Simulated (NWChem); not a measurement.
Molecule: CH₆OSi₂; SMILES C1O[SiH2][SiH2]1

```xyz
10

C      1.3614     0.4903     0.0000
O      1.0611    -0.9361     0.0000
Si    -0.6249    -1.0759     0.0000
Si    -0.4309     1.2508     0.0000
H      1.9585     0.7348     0.8864
H      1.9585     0.7348    -0.8864
H     -1.1507    -1.7889    -1.2000
H     -1.1507    -1.7889     1.2000
H     -0.7847     2.0477     1.2085
H     -0.7847     2.0477    -1.2085
```
Atoms are numbered in this order, from 1.

Results from NWChem. Pople sets run with spherical d functions. Geometry: optimised at B3LYP/6-31G* (spherical d). Static field.

Problem. What does the run give for PBE/6-31+G*? Quantities: isotropic polarisability (bohr³); anisotropy (bohr³).

Solution. 
```yaml
isotropic polarisability (bohr³): 68.1
anisotropy (bohr³): 21.1
```
